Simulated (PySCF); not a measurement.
C₆ coefficients of unlike pairs at UHF

Calculated with PySCF 2.14 from the dipole response of each species, C₆(A,B) = (3/π) ∫ α_A(iu) α_B(iu) du, in atomic units, from isotropic polarisabilities. For ions this is the dispersion term alone; charge-induced terms of lower order in 1/R come first.

```csv
species,configuration,basis,relativity,α (bohr³),C₆ (like pair)
O²⁺,[He] 2s2 2p2 (3P),aug-cc-pwCVQZ (9s8p6d4f2g),none,1.803,2.359
Ge²⁺,[Ar] 3d10 4s2 (1S),"x2c-QZVPPall with one added diffuse shell each of s, p, d, f type (12s9p6d5f1g)",spin-free X2C,12.01,48.58
Al⁺,[Ne] 3s2 (1S),aug-cc-pCVTZ-DK (8s7p5d3f),spin-free X2C,26.08,137.6
Br³⁺,[Ar] 3d10 4s2 4p2 (3P),aug-cc-pVTZ-DK (7s6p4d2f),spin-free X2C,6.241,23.15
```

(1) Estimate C₆ for Br³⁺ with Al⁺.

No spin-orbit coupling is included.

The other pairs:

```tsv
pair	C₆
Br³⁺, O²⁺	7.287
Ge²⁺, O²⁺	10.05
Br³⁺, Ge²⁺	32.55
Al⁺, Ge²⁺	78.72
Al⁺, O²⁺	14.77
```

Answers

(1) The integral gives 49.43. The combination rule 2 C_A C_B / (C_A α_B/α_A + C_B α_A/α_B) gives 49.13 and the geometric mean 56.44.
